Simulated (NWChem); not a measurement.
System: SnSe, singlet; SMILES [Se]=[Sn]

```xyz
2

Sn     0.0000     0.0000    -0.9463
Se     0.0000     0.0000     1.3917
```
Atoms are numbered in this order, from 1.

All runs: NWChem. Low-valent species are run as closed-shell singlets; no triplet was tried in these runs. The geometry was optimised at PBE0/def2-SVP. def2 effective core potentials on Sn; no spin-orbit coupling.

Problem. Estimate the computed values for B3LYP/def2-SVP. Quantities: highest occupied level (eV); orbital gap (eV); dipole (D).

Solution. 
```
Item                         Result
---------------------------  ------
highest occupied level (eV)   -6.74
orbital gap (eV)               4.12
dipole (D)                     2.70
```
